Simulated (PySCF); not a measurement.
# B⁺ (boron, charge +1) across methods

[He] 2s1 3s1, high-spin 3S determinant (an excited configuration). Calculation: PySCF 2.14, in dyall-av3z; the non-relativistic Hamiltonian (point nucleus).

```
 method  E (hartree)  mean ε 1s β (eV)  mean ε 2s α (eV)  mean ε 3s α (eV)  Σ⟨r²⟩ (bohr²)   ⟨S²⟩
    PBE     -23.7288           -203.00           -26.130            -7.316          27.44  2.000
    M06     -23.7724           -210.69           -26.995            -7.797          26.42  2.000
    LDA     -23.4732           -201.05           -25.933            -7.235          27.76  2.000
    UHF    -23.69986           -231.46           -31.623            -8.812          29.21  2.000
   PBE0     -23.7368           -210.30           -27.590            -7.772          27.72  2.000
  HSE06     -23.7398           -209.91           -27.182            -7.421          27.77  2.000
 r2SCAN     -23.7543           -206.24           -26.489            -7.245          28.17  2.000
wB97M-V     -23.7786           -213.23           -29.680            -8.829          27.58  2.000
  B3LYP     -23.7708           -209.37           -27.296            -7.566          27.78  2.000
```

The outer electron is Rydberg-like, and this basis confines it to a smaller radius and binds it less than a complete one would.
